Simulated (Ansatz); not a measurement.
`C[S][K]` + H₂S → `[SH][K]` + CH₃SH at 700 K and 1 bar (ligand exchange at a K–S bond).

Computed with Ansatz on PBE0-D4/def2-TZVP structures; ΔE is electronic, products minus reactants. CCSD(T)/CBS is the MP2 limit (def2-TZVPP, def2-QZVPP) plus CCSD(T) − MP2 in def2-TZVPP, frozen cores. This one scheme is used for every species. For K outer-core shells are correlated without core-valence functions, which leaves a few kJ/mol of doubt a bond. Scalar relativity is left out up to krypton.

```json
{"species": "`C[S][K]`", "CCSD(T)/CBS energy (Eh)": "-1037.10009", "H − E (kJ/mol)": "146.7", "S (J/(mol·K))": "395.1"}
{"species": "H₂S", "CCSD(T)/CBS energy (Eh)": "-398.97279", "H − E (kJ/mol)": "64.8", "S (J/(mol·K))": "236.9"}
{"species": "`[SH][K]`", "CCSD(T)/CBS energy (Eh)": "-997.85519", "H − E (kJ/mol)": "51.4", "S (J/(mol·K))": "309.8"}
{"species": "CH₃SH", "CCSD(T)/CBS energy (Eh)": "-438.22835", "H − E (kJ/mol)": "160.2", "S (J/(mol·K))": "309.0"}
```

H − E and S are ideal-gas, rigid-rotor, harmonic terms from PBE0-D4/def2-TZVP. 1 Eh = 2625.50 kJ/mol, R = 8.31446 J/(mol·K).

By hand: ΔE, ΔH, ΔS and ΔG.

ΔE = (-997.85519) + (-438.22835) − (-1037.10009) − (-398.97279) = -0.01066 Eh = -28.0 kJ/mol. Δ(H − E) = 51.4 + 160.2 − 146.7 − 64.8 = 0.1, so ΔH = -27.9 kJ/mol. ΔS = 309.8 + 309.0 − 395.1 − 236.9 = -13.2 J/(mol·K). ΔG = -27.9 − 700 × (-13.2)/1000 = -18.7 kJ/mol.

By hand: the equilibrium constant, and the temperature at which ΔG would vanish if ΔH and ΔS stayed fixed.

log₁₀ K = −ΔG/(RT ln 10) = 1.4. ΔG = 0 at ΔH/ΔS = 2114 K, though so small a ΔS makes that figure unsure.

The number of gas molecules stays the same, so ΔS is small and ΔH decides. A doubt of 5 kJ/mol in ΔE shifts log₁₀ K by 0.4 here. Modes under 60 cm⁻¹, often nearly free rotors, make the harmonic entropy too high. These are equilibria of isolated gas molecules and say nothing of rates. Largest T1 diagnostic: 0.009 (customary marks: 0.02 for closed shells, 0.045 for open ones).
